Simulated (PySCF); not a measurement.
## How methods differ on the excitation energy of Sm

Sm [Xe] 4f6 6s2 (7F) → Sm [Xe] 4f7 6s1 (9S), as a difference of total energies. Computed with PySCF 2.14 in cc-pVDZ-X2C, with the spin-free X2C one-electron Hamiltonian (Gaussian nucleus). The calculations carry no spin-orbit coupling.

```json
{"method": "UHF", "excitation energy (eV)": "5.546"}
{"method": "MN15", "excitation energy (eV)": "3.293"}
{"method": "wB97X-V", "excitation energy (eV)": "3.180"}
{"method": "revPBE", "excitation energy (eV)": "2.071"}
```

In the upper state the promoted electron has a positive orbital energy at revPBE, so the basis confines it.
